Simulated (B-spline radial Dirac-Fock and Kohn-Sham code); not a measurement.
Binding energies of I⁺

System: I⁺, configuration [Kr] 4d10 5s2 5p4, inside a Watson sphere of charge -1 and radius 3 Å (a model of the Madelung potential; inside it an electron's potential energy is raised by 4.8 eV); nuclear rms radius 4.75 fm (A = 127).

The run's input, task.json:

```json
{"items": [{
  "Z": 53,
  "q": 1,
  "cfg": [[1, 0, 2], [2, 0, 2], [2, 1, 6], [3, 0, 2], [3, 1, 6], [3, 2, 10], [4, 0, 2], [4, 1, 6], [4, 2, 10], [5, 0, 2], [5, 1, 4]],
  "A": 127,
  "rrms": 4.75,
  "watson": [-1, 3.0],
  "do": ["binding"]
}]}
```

Command: `python xray_run.py task.json out`

Method: relaxed Dirac-Fock hole states (ΔSCF) with Breit and QED corrections and a finite nucleus. Computed with a B-spline atomic structure program. The model has no electron correlation. Energies are counted from the vacuum level. Subshells whose hole state is unreliable or did not converge are left out.

All terms are in eV, carry their sign (relaxation lowers the binding energy) and add up to the binding energy; ⟨r⟩ is the mean radius of the orbital in the initial state.

| subshell | −ε (Koopmans) | relaxation | Breit | QED | binding energy | ⟨r⟩ (bohr) |
| --- | --- | --- | --- | --- | --- | --- |
| K (1s) | 33366.0 | -67.49 | -76.89 | -39.19 | 33182.4 | 0.027 |
| L1 (2s) | 5257.5 | -36.16 | -7.29 | -4.94 | ? | 0.117 |
| L2 (2p1/2) | 4918.9 | -39.77 | -12.30 | 0.35 | 4867.2 | 0.099 |
| L3 (2p3/2) | 4619.0 | -38.42 | -8.05 | -0.20 | 4572.4 | 0.104 |
| M1 (3s) | 1107.6 | -15.70 | -1.04 | -1.01 | 1089.9 | 0.312 |
| M2 (3p1/2) | 966.6 | -16.24 | -1.89 | 0.07 | 948.5 | 0.303 |
| M3 (3p3/2) | 908.6 | -15.70 | -1.08 | -0.03 | 891.8 | 0.314 |
| M4 (3d3/2) | 663.2 | -17.33 | -0.58 | 0.10 | 645.4 | 0.286 |
| M5 (3d5/2) | 651.1 | -17.10 | -0.25 | 0.07 | 633.9 | 0.289 |
| N1 (4s) | 216.0 | -5.40 | -0.15 | -0.20 | 210.2 | 0.741 |
| N2 (4p1/2) | 164.5 | -5.12 | -0.29 | 0.02 | 159.1 | 0.775 |
| N4 (4d3/2) | 68.50 | -4.30 | -0.01 | 0.02 | 64.22 | 0.911 |
| N5 (4d5/2) | 66.67 | -4.21 | 0.04 | 0.02 | 62.52 | 0.923 |
| O1 (5s) | 27.44 | -0.71 | -0.01 | -0.03 | 26.69 | 1.961 |
| O2,3 (5p) | 14.73 | -0.51 | -0.01 | 0.00 | 14.21 | 2.367 |

Task: Which binding energy belongs in the row of L1 (2s)?

Result: 5209.1 eV, the sum of the terms in that row (to rounding).

For the deepest level, K (1s), the Breit terms make up -0.232 % of the binding energy, QED -0.118 % and orbital relaxation -0.203 %.

Spin-orbit splittings: 2p 294.9 eV, 3p 56.73 eV, 3d 11.49 eV, 4d 1.70 eV.
